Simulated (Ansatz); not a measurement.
Reaction (ligand exchange at a B–C bond): `BCC[SiH2]C` + `NB(O)Cl` → `BOB(N)Cl` + `CC[SiH2]C`

Isolated molecules relaxed with PBE0-D4/def2-TZVP in Ansatz; ΔE leaves out vibrations. CCSD(T)/CBS adds triple-zeta CCSD(T) − MP2 to the extrapolated MP2 energy (def2 sets, frozen cores). DFT in def2-TZVPP. One conformer a species, not always the lowest.

```json
{"level": "PBE-D4", "ΔE (kJ/mol)": "-118.0"}
{"level": "r2SCAN-D4", "ΔE (kJ/mol)": "-122.0"}
{"level": "PBE0-D4", "ΔE (kJ/mol)": "-118.4"}
{"level": "B2PLYP", "ΔE (kJ/mol)": "-127.4"}
{"level": "PBE0", "ΔE (kJ/mol)": "-118.3"}
{"level": "HF/def2-QZVPP", "ΔE (kJ/mol)": "-132.6"}
{"level": "MP2/def2-QZVPP", "ΔE (kJ/mol)": "-123.8"}
{"level": "CCSD/CBS(def2)", "ΔE (kJ/mol)": "-122.8"}
```

Q: What does CCSD(T)/CBS give? (Estimate.)

A: Ansatz gave: -122.9 kJ/mol. The listed levels differ from it by 4.9, 0.9, 4.5, -4.5, 4.6, -9.7, -0.9, 0.1 kJ/mol.

Largest T1 diagnostic among the species: 0.012.

In def2-TZVPP, CCSD(T) changes the Hartree–Fock value by +7.5 kJ/mol (the triples alone add −0.1 kJ/mol) and MP2 by +7.5 kJ/mol.
